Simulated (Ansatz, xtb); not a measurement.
ClGe2H4N: which of two structures lies lower

We compare X, `[NH2+]=[Ge-][GeH2][Cl]`, a singlet, with Y, a singlet given by its coordinates. Both are isolated molecules in the gas phase, relaxed with PBE-D3(BJ)/def2-SVP; the shapes shown needn't be the lowest conformers.

X (Å):

```yaml
atoms:
  - { symbol: Cl, position_ang: [-1.3032, -0.1491, 1.7061] }
  - { symbol: Ge, position_ang: [-0.8227, -1.5165, -1.8836] }
  - { symbol: Ge, position_ang: [-1.5590, 0.4567, -0.4317] }
  - { symbol: N, position_ang: [-0.4311, -2.4774, -0.3837] }
  - { symbol: H, position_ang: [-0.0639, -3.4331, -0.4241] }
  - { symbol: H, position_ang: [-0.5539, -2.1242, 0.5796] }
  - { symbol: H, position_ang: [-0.7239, 1.7716, -0.5549] }
  - { symbol: H, position_ang: [-3.0590, 0.8837, -0.5272] }
```

Y (Å):

```xyz
8

Cl   -3.0182   -0.3160   -2.1304
Ge   -1.2611   -0.7433   -0.8033
Ge    1.8676   -0.0822   -1.7108
N     0.0200   -0.1219   -1.9810
H    -0.3194    0.2416   -2.8827
H     2.5825   -0.9428   -2.7861
H     2.3849    1.3794   -1.7761
H     2.0839   -0.6783   -0.2980
```

Close contacts (Å): Cl1–Ge2 2.24, Ge2–N4 1.85, Ge3–N4 1.87, Ge3–H6 1.55, Ge3–H7 1.55, Ge3–H8 1.55, N4–H5 1.03.

Task: Estimate which is lower in electronic energy at CCSD(T)/def2-SVP + ΔMP2/def2-TZVPP, and by roughly how much.

Result: The CCSD(T)/def2-SVP + ΔMP2/def2-TZVPP calculation puts structure Y lower, by 6.8 kcal/mol.

How the difference moves with the method:

| level | geometry | E(Y) − E(X) (kcal/mol) | departure from the last row (kcal/mol) | job, with rough time for the two |
| --- | --- | --- | --- | --- |
| GFN2-xTB | GFN2-xTB | −10.0 | −3.2 | optimisation, 0.18 s |
| HF/STO-3G | GFN2-xTB | −21.9 | −15.1 | single point, 0.7 s |
| r2SCAN-D4/def2-SVP | GFN2-xTB | −6.5 | +0.3 | single point, 5.5 s |
| PBE-D3(BJ)/def2-SVP | PBE-D3(BJ)/def2-SVP | −2.7 | +4.1 | optimisation, 27 s |
| HF/def2-SVP | PBE-D3(BJ)/def2-SVP | −10.2 | −3.4 | part of the CCSD(T) run |
| MP2/def2-SVP | PBE-D3(BJ)/def2-SVP | −8.6 | −1.8 | part of the CCSD(T) run |
| CCSD(T)/def2-SVP | PBE-D3(BJ)/def2-SVP | −7.2 | −0.4 | single point |
| CCSD(T)/def2-SVP + ΔMP2/def2-TZVPP | PBE-D3(BJ)/def2-SVP | −6.8 |  | single point, 54 s |

None of the levels shown reverses the order. The largest departure from CCSD(T)/def2-SVP + ΔMP2/def2-TZVPP is that of HF/STO-3G, 15.1 kcal/mol. The last row adds to CCSD(T) the change of the MP2 difference between the two basis sets, here +0.4 kcal/mol.

With harmonic frequencies from PBE-D3(BJ)/def2-SVP (ideal gas, rigid rotor, one conformer each, 298.15 K, 1 atm): on the last row, ΔE + ΔZPE = −8.6, ΔH = −8.6, ΔG = −8.9 kcal/mol.

The correlated steps freeze 24 core orbitals; the filled d shell of Ge is correlated, in a basis made for valence electrons. Run with Ansatz 0.2.0, xtb 6.7.1; the last row on 2 threads of Arm Neoverse V2 on a shared host.
